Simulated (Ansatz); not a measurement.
Total energies of `CC1=CC(C(F)(F)F)=[O+][Ti-]([OH])([OH])([F])[O]1`.

Cartesian coordinates in Å:
```
C 1.884 -0.161 2.239
C 0.889 -0.060 1.130
C 0.769 -1.097 0.183
C -0.152 -0.993 -0.828
C -0.275 -2.113 -1.866
F 0.580 -3.110 -1.641
F -0.038 -1.635 -3.086
F -1.508 -2.618 -1.851
O -0.964 -0.042 -1.035
Ti -1.357 1.696 -0.091
O -0.380 3.193 -0.269
O -2.543 1.938 -1.402
F -2.363 1.696 1.359
O 0.183 0.975 1.087
H 2.448 -1.091 2.207
H 2.572 0.686 2.180
H 1.358 -0.081 3.193
H 1.400 -1.969 0.250
H 0.301 3.409 0.375
H -2.803 1.377 -2.134
```

Total charge 0; spin multiplicity 1. Correlated methods include outer-core shells of Ti, which these sets cover unevenly. Scalar relativity is left out up to krypton. The structure was optimised at the PBE0-D4/def2-TZVP level. It is one conformer, not always the lowest. Basis def2-TZVPP, Ansatz 0.2.0.

RPA on PBE orbitals: Hartree–Fock energy of these orbitals -1738.83660 Eh, correlation -4.81597 Eh (frozen core).

```
             functional  energy without D4 (Eh)  D4 term (kJ/mol)
                 revPBE             -1744.15498            -177.1
                   BLYP             -1744.43826            -127.4
                 r2SCAN             -1744.11924             -16.7
                 B97M-V             -1744.11333                 –
                  B3LYP             -1744.55362             -94.0
                r2SCANh             -1744.04558             -17.7
                r2SCAN0             -1743.94098             -19.3
HSE06 (plane-wave form)             -1743.35971             -47.7
                  BHLYP             -1744.07305             -70.6
              CAM-B3LYP             -1744.28750             -52.0
                LC-ωPBE             -1743.81772                 –
                ωB97X-V             -1744.12049                 –
                ωB97M-V             -1744.23286                 –
                 B2PLYP             -1743.81355                 –
```

Give the same for LDA (SPW92), PBE, PBE0, PBE-QIDH. (Best estimate.)

Ansatz gave: 
| functional | energy without D4 (Eh) | D4 term (kJ/mol) |
| --- | --- | --- |
| LDA (SPW92) | -1736.13377 | – |
| PBE | -1743.40977 | -59.4 |
| PBE0 | -1743.40705 | -51.1 |
| PBE-QIDH | -1743.17060 | – |

B3LYP takes the VWN-RPA correlation (the form of Gaussian; ORCA's B3LYP/G). HSE06 is the plane-wave form, built on full-range PBE exchange. The double hybrids freeze the cores in their second-order part.

LC-ωPBE has ω = 0.4 bohr⁻¹.
